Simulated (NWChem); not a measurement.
**Atomisation of CH3OS**

```
C
H 1 1.1001
H 1 1.1001 2 109.83
H 1 1.1008 2 110.19 3 -121.57
S 1 1.8283 2 109.23 3 119.77
O 5 1.5294 1 105.49 2 -60.07
```
Charge 0, spin multiplicity 2.

All runs are NWChem calculations. The geometry was optimised at UB3LYP/def2-SVP, a minimum by its harmonic frequencies.

Basis set: def2-TZVP. The atomisation energy is electronic alone: no zero-point, thermal, spin-orbit or counterpoise terms. No value is extrapolated to the basis-set limit. Free atoms are single determinants with multiplicities C 3, S 3, O 3, H 2. Correlated methods freeze the same cores in atoms and molecule, 7 orbitals in all.

Relative cost: rough, from shared machines, SCF included, BHandHLYP = 1. Costs are the molecule's.

B3LYP has NWChem's definition, with VWN1-RPA local correlation. The structure started from a generated list of species. The unpaired electrons of the parent sit in orbitals of symmetry a" (Cs labels of the run); other states weren't searched. No SCF solution was tested for a lower state. Open-shell Hartree-Fock references start from PBE0 orbitals; any time given for them includes that run.

```tsv
method	atomisation energy (kcal/mol)	relative cost
MP2	(withheld)	4
M06-2X	486.6	under 3
PBE0	489.6	under 3
LDA (SVWN5)	(withheld)	under 3
HF	(withheld)	under 3
r2SCAN	(withheld)	under 3
PBE	507.9	under 3
B3LYP	486.7	under 3
BHandHLYP	462.3	1
```

Problem. Complete the blanks.

Solution. 
- MP2, atomisation energy (kcal/mol): 472.2
- LDA (SVWN5), atomisation energy (kcal/mol): 578.2
- HF, atomisation energy (kcal/mol): 325.3
- r2SCAN, atomisation energy (kcal/mol): 494.9
